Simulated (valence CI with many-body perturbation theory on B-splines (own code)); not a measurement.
Pr⁴⁵⁺: calculated level list

Level of theory: valence CI with perturbative core correlation (CI+MBPT): four valence electrons over a frozen Dirac-Fock core [Ne], a basis of 9 s, 9 p, 8 d, 6 f, 3 g, 1 h functions for each j, with the one-electron correlation potential Σ1 (screened to all orders), the two-electron term Σ2, the three-electron term Σ3, Breit, model QED; selected single and double excitations, second order for the rest, scaled by the run's own slope (own B-spline code, finite nucleus).

The last digits are not significant, and no measured levels were compared; by estimate large intervals hold to a few tenths of a per cent, small ones and those within an open d or f shell to about a per cent.

Levels 1 to 36 of 36, with energies above the lowest level, (3s^2 3p1/2^2) J=0. "Leading %" is the weight of the configuration and term that name the level; weights of strongly mixed levels are sums over their largest components and can fall short, so below about 35 % the name and the second component can differ from the true leading terms, or belong to a minority configuration. In the jj column 3d3/2^4 stands for four electrons in 3d with j = 3/2. Lifetimes count E1, E2, E3, M1 and M2 decay at the calculated energies, and are blank where another channel may lead or the interval is too uncertain; long ones can be off by a factor of two.

```csv
No.,Configuration,Term,J,E (eV),Leading %,Lifetime,Leading jj,g
1,3s2 3p2,3P,0,0.00,71,,3s^2 3p1/2^2 (99 %),
2,3s2 3p2,3P,1,114.65,99,99.4 ns,3s^2 3p1/2 3p3/2 (99 %),1.494
3,3s2 3p2,1D,2,121.83,62,15.9 μs,3s^2 3p1/2 3p3/2 (99 %),1.180
4,3s 3p3,3P°,2,232.00,42,81.2 ps,3s 3p1/2^2 3p3/2 (94 %),1.582
5,3s2 3p2,3P,2,241.68,61,56.6 ns,3s^2 3p3/2^2 (98 %),1.304
6,3s 3p3,3D°,1,254.00,37,5.77 ps,3s 3p1/2^2 3p3/2 (83 %),1.000
7,3s2 3p2,1S,0,257.20,70,42.7 ns,3s^2 3p3/2^2 (98 %),
8,3s2 3p 3d,3F°,2,279.67,73,290 ps,3s^2 3p1/2 3d3/2 (98 %),0.762
9,3s2 3p 3d,3D°,1,310.27,48,1.04 ps,3s^2 3p1/2 3d3/2 (84 %),0.884
10,3s2 3p 3d,3P°,2,316.77,33,17.2 ps,3s^2 3p1/2 3d5/2 (77 %),1.367
11,3s2 3p 3d,3F°,3,319.51,51,20.1 ps,3s^2 3p1/2 3d5/2 (90 %),1.136
12,3s 3p3,3D°,2,348.21,47,4.76 ps,3s 3p1/2 3p3/2^2 (75 %),1.418
13,3s 3p3,3D°,3,357.71,85,10.0 ps,3s 3p1/2 3p3/2^2 (85 %),1.291
14,3s 3p3,3P°,0,365.98,88,7.36 ps,3s 3p1/2 3p3/2^2 (88 %),
15,3s 3p3,3P°,1,375.50,40,4.28 ps,3s 3p1/2 3p3/2^2 (83 %),1.262
16,3s 3p3,1D°,2,377.97,56,2.92 ps,3s 3p1/2 3p3/2^2 (72 %),1.096
17,3s 3p3,3S°,1,385.75,37,1.44 ps,3s 3p1/2 3p3/2^2 (93 %),1.373
18,3s 3p2 3d,5F,1,399.61,48,38.4 ps,3s 3p1/2^2 3d3/2 (95 %),0.391
19,3s 3p2 3d,3D,2,404.42,27,39.6 ps,3s 3p1/2^2 3d3/2 (91 %),1.167
20,3s2 3p 3d,3F°,3,423.10,36,1.80 ps,3s^2 3p3/2 3d3/2 (87 %),1.123
21,3s2 3p 3d,3D°,2,423.48,42,1.02 ps,3s^2 3p3/2 3d3/2 (75 %),1.060
22,3s2 3p 3d,3P°,1,424.25,49,1.26 ps,3s^2 3p3/2 3d3/2 (85 %),1.137
23,3s2 3p 3d,3P°,0,425.53,88,1.45 ps,3s^2 3p3/2 3d3/2 (88 %),
24,3s2 3p 3d,3F°,4,431.93,99,120 ns,3s^2 3p3/2 3d5/2 (99 %),1.243
25,3s2 3p 3d,3P°,2,435.18,42,33.8 ps,3s^2 3p3/2 3d5/2 (86 %),1.279
26,3s 3p2 3d,3D,3,436.65,27,11.7 ps,3s 3p1/2^2 3d5/2 (92 %),1.368
27,3s 3p2 3d,3F,2,446.66,27,10.8 ps,3s 3p1/2^2 3d5/2 (85 %),1.035
28,3s2 3p 3d,3D°,3,458.98,49,3.17 ps,3s^2 3p3/2 3d5/2 (89 %),1.169
29,3s2 3p 3d,1P°,1,464.59,63,4.73 ps,3s^2 3p3/2 3d5/2 (92 %),1.100
30,3p4,3P,2,493.31,29,6.28 ps,3s 3p1/2 3p3/2 3d3/2 (47 %),1.169
31,3s 3p3,3P°,2,496.17,45,1.89 ps,3s 3p3/2^3 (86 %),1.376
32,3s 3p2 3d,5D,0,499.82,66,26.1 ps,3s 3p1/2 3p3/2 3d3/2 (84 %),
33,3s 3p2 3d,5D,1,502.28,56,53.1 ps,3s 3p1/2 3p3/2 3d3/2 (98 %),1.189
34,3s 3p2 3d,5F,3,505.76,47,44.6 ps,3s 3p1/2 3p3/2 3d3/2 (92 %),1.163
35,3s 3p2 3d,5F,2,506.40,31,4.52 ps,3s 3p1/2 3p3/2 3d3/2 (61 %),1.178
36,3p4,1S,0,511.12,37,3.54 ps,3p1/2^2 3p3/2^2 (61 %),
```

The ionisation energy to 3s2 3p 2P°_1/2 of the next ion comes out as 3730.8 eV (NIST: 3729 ± 4 eV (theoretical)). All 36 levels together are meant to be complete up to 516.01 eV.
